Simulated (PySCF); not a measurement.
BrCs, triplet, at the geometry of the source list (a higher spin typed on purpose: for a closed-shell molecule this is an excited state) (core potentials on Cs); B3LYP/def2-TZVP run with PySCF.

PySCF was given this input:
```python
from pyscf import gto, scf, dft

mol = gto.M(
    atom='''
Cs   -1.02520000   -0.71830000   -0.87230000
Br    1.02520000    0.71830000    0.87230000
''',
    basis='def2-tzvp',
    ecp={'Cs': 'def2-tzvp'},
    spin=2,
    verbose=4,
)

mf = dft.UKS(mol)
mf.xc = 'b3lyp'
mf.kernel()
```

### Question
What does PySCF print? Leave out banner, timings and long lists.

### Answer

```
PySCF version 2.14.0

[INPUT] verbose = 4
[INPUT] num. atoms = 2
[INPUT] num. electrons = 44
[INPUT] charge = 0
[INPUT] spin (= nelec alpha-beta = 2S) = 2
[INPUT] symmetry False subgroup None
[INPUT] Mole.unit = angstrom
[INPUT] Symbol           X                Y                Z      unit          X                Y                Z       unit  Magmom
[INPUT]  1 Cs    -1.025200000000  -0.718300000000  -0.872300000000 AA   -1.937347222904  -1.357390275275  -1.648408098458 Bohr   0.0
[INPUT]  2 Br     1.025200000000   0.718300000000   0.872300000000 AA    1.937347222904   1.357390275275   1.648408098458 Bohr   0.0

nuclear repulsion = 54.6260490401001
number of shells = 27
number of NR pGTOs = 143
number of NR cGTOs = 77
basis = def2-tzvp
ecp = {'Cs': 'def2-tzvp'}

******** <class 'pyscf.dft.uks.UKS'> ********
method = UKS
initial guess = minao
damping factor = 0
level_shift factor = 0
DIIS = <class 'pyscf.scf.diis.CDIIS'>
diis_start_cycle = 1
diis_space = 8
diis_damp = 0
SCF conv_tol = 1e-09
SCF conv_tol_grad = None
SCF max_cycles = 50
direct_scf = True
direct_scf_tol = 1e-13
number electrons alpha = 23  beta = 21
XC library pyscf.dft.libxc version 7.1.2
    S. Lehtola, C. Steigemann, M. J. T. Oliveira, and M. A. L. Marques,  SoftwareX 7, 1–5 (2018)
XC functionals = b3lyp
    P. J. Stephens, F. J. Devlin, C. F. Chabalowski, and M. J. Frisch,  J. Phys. Chem. 98, 11623 (1994)
radial grids:
    Treutler-Ahlrichs [JCP 102, 346 (1995); DOI:10.1063/1.469408] (M4) radial grids

becke partition: Becke, JCP 88, 2547 (1988); DOI:10.1063/1.454033
pruning grids: <function nwchem_prune>
grids dens level: 3
symmetrized grids: False
atomic radii adjust function: <function treutler_atomic_radii_adjust>
small_rho_cutoff = 0
Set gradient conv threshold to 3.16228e-05
tot grids = 44136
init E= -2589.98754386042

cycle= 1 E= -2594.21125050934  delta_E= -4.22  |g|= 0.325  |ddm|= 2.22

cycle= 2 E= -2594.24737035588  delta_E= -0.0361  |g|= 0.25  |ddm|= 1.73

cycle= 3 E= -2594.26936937375  delta_E= -0.022  |g|= 0.0239  |ddm|= 0.389

cycle= 4 E= -2594.26960301054  delta_E= -0.000234  |g|= 0.00516  |ddm|= 0.0552

cycle= 5 E= -2594.26962049253  delta_E= -1.75e-05  |g|= 0.00139  |ddm|= 0.0235

cycle= 6 E= -2594.26962225669  delta_E= -1.76e-06  |g|= 0.000254  |ddm|= 0.00413

cycle= 7 E= -2594.26962242741  delta_E= -1.71e-07  |g|= 4.59e-05  |ddm|= 0.00179

cycle= 8 E= -2594.26962244978  delta_E= -2.24e-08  |g|= 2.83e-05  |ddm|= 0.000639

cycle= 9 E= -2594.26962245331  delta_E= -3.53e-09  |g|= 9.99e-06  |ddm|= 0.000237

cycle= 10 E= -2594.26962245379  delta_E= -4.77e-10  |g|= 2.62e-06  |ddm|= 0.000103

Extra cycle  E= -2594.26962245382  delta_E= -2.55e-11  |g|= 2.49e-06  |ddm|= 1.82e-05
converged SCF energy = -2594.26962245382  <S^2> = 2.0023223  2S+1 = 3.0015478
```
